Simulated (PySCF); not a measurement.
Compound: C4H8ClO2 (doublet state).
Structure used (GFN2-xTB), in Å, numbered top down from 1:
```
atom  x, y, z in Å
C1    -2.128    0.806   -0.015
O2    -0.774    0.613   -0.333
C3    -0.521   -0.640   -0.919
O4     0.796   -0.765   -1.290
C5     1.737   -0.802   -0.202
C6     1.979    0.517    0.423
Cl7    2.972    1.620   -0.377
H8    -2.481    0.041    0.689
H9    -2.200    1.788    0.446
H10   -2.755    0.773   -0.914
H11   -1.109   -0.755   -1.845
H12   -0.817   -1.440   -0.204
H13    1.371   -1.506    0.558
H14    2.650   -1.189   -0.661
H15    1.276    0.946    1.115
```

The hyperfine couplings belong to this conformer and change with its torsions.

The species is `O(COC)C[CH]Cl` [radical].

Computed, not measured: UKS B3LYP, pcH-1 on C Cl H O, non-relativistic, mean-field spin-orbit, GIAO in PySCF. One conformer (not necessarily the lowest) at the GFN2-xTB geometry, without solvent, vibrations or thermal averaging. The geometry wasn't refined by DFT: couplings that depend on bond lengths, twists or pyramidal angles can differ widely from those at the functional's own minimum. Stability of the SCF solution: not tested.

Task: Give the principal g shifts and their parts.

Result: 
```tsv
Δg (ppt)	1	2	3
relativistic mass correction	-0.19	-0.19	-0.19
gauge correction	0.00	0.04	0.02
orbital Zeeman/spin–orbit	-0.38	5.71	7.05
total	-0.57	5.55	6.88
```

So g = 2.00175, 2.00787, 2.00920 and g_iso = 2.00627; the tensor is rhombic: the two nearest values differ by 18 % of g3 − g1. 

Task: At 9.474 GHz, how far is the centre of the isotropic spectrum from where a free electron (g = 2.002319) resonates?

Result: B = hν/(g μB) with μB/h = 13.99624 MHz/mT gives 338.06 mT for the free electron and 337.39 mT at g_iso, 0.67 mT lower.

Task: Average each term over the three axes. Which is largest in size?

Result: The orbital-Zeeman/spin–orbit term 4.12, the mass correction -0.19 and the gauge correction 0.02 ppt, for a total of 3.95 ppt. The orbital-Zeeman/spin–orbit term is the largest in size. The mass correction is the same along every axis, so the anisotropy comes from the other two: their spans along these axes are 0.03 (gauge) and 7.43 ppt (orbital Zeeman/spin–orbit).

Task: In a frozen sample, at which fields do the three g values resonate at 9.5, 34, 94 and 263 GHz (hyperfine left aside), and which band first spreads them over more than twice a line width of 0.3 mT?

Result: 
| band | GHz | B(g3) mT | B(g2) mT | B(g1) mT | spread mT |
| --- | --- | --- | --- | --- | --- |
| X | 9.5 | 337.82 | 338.05 | 339.08 | 1.26 |
| Q | 34.0 | 1209.05 | 1209.85 | 1213.55 | 4.50 |
| W | 94.0 | 3342.67 | 3344.88 | 3355.11 | 12.44 |
| J | 263.0 | 9352.37 | 9358.56 | 9387.17 | 34.80 |

The spread grows in proportion to the frequency. X band is the first where it exceeds 0.6 mT.

Largest spin populations (Mulliken): C6 (+0.90) and Cl7 (+0.10). No atom but C6 exceeds +0.15. The angles at C6 add up to 355.4°, so it is nearly planar; its axial dipolar tensor and the negative coupling of its proton fit spin in a p orbital normal to that plane.

The HOMO–LUMO gaps are 6.69 eV among the α and 5.37 eV among the β orbitals.

Time: 69 s wall (grids of density and orbitals included); peak memory 0.96 GiB. Hardware: an Arm Neoverse V2 with one thread, shared host with 48 logical CPUs at a one-minute load of 26.
